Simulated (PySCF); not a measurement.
A species of formula C3H9GeNSi has this rotational fingerprint, computed with PySCF 2.14.0, PBE0-D3(BJ)/def2-SVP geometry optimisation, gas phase:

```
Rotational constants : A = 3461, B = 658.1, C = 573.5 MHz
Dipole components    : |μa| = 0.75 D, |μb| = 1.24 D, |μc| = 0.89 D
Inertial defect      : -32.69 u·Å²
κ                    : -0.94
```

Question: Which candidate fits, each taken in the one conformer that was computed?
A. `[CH3:1][C:2]#[C:3][SiH2:4][NH:5][GeH3:6]` with C3–Si4–N5–Ge6 79°
B. `[N:1]#[C:2][CH2:3][C@H:4]([SiH3:5])[GeH3:6]` with C2–C3–C4–Si5 -173°
C. `[CH3:1][Si@H:2]([NH2:3])[C:4]#[C:5][GeH3:6]` with C1–Si2–N3–H 171° and -53°

Answer: A. It is CC#C[SiH2][NH][GeH3], a near-prolate asymmetric top, point group C1. The candidates at the same level (rigid rotor, commonest isotopes):

| SMILES | A (MHz) | B (MHz) | C (MHz) | μa (D) | μb (D) | μc (D) | Δ (u·Å²) | point group | rotor |
| --- | --- | --- | --- | --- | --- | --- | --- | --- | --- |
| CC#C[SiH2][NH][GeH3] | 3461 | 658.1 | 573.5 | 0.75 | 1.24 | 0.89 | -32.69 | C1 | near-prolate asymmetric top |
| C[Si@H](N)C#[C][GeH3] | 5201 | 503.4 | 476.1 | 0.13 | 0.51 | 1.02 | -39.57 | C1 | near-prolate asymmetric top |
| N#CC[C@H]([SiH3])[GeH3] | 1896 | 1380 | 837.5 | 2.95 | 1.15 | 0.41 | -29.32 | C1 | asymmetric top |

`C[Si@H](N)C#[C][GeH3]` has A 50 % too high; `N#CC[C@H]([SiH3])[GeH3]` has B 110 % too high. No structure here is proved a minimum.
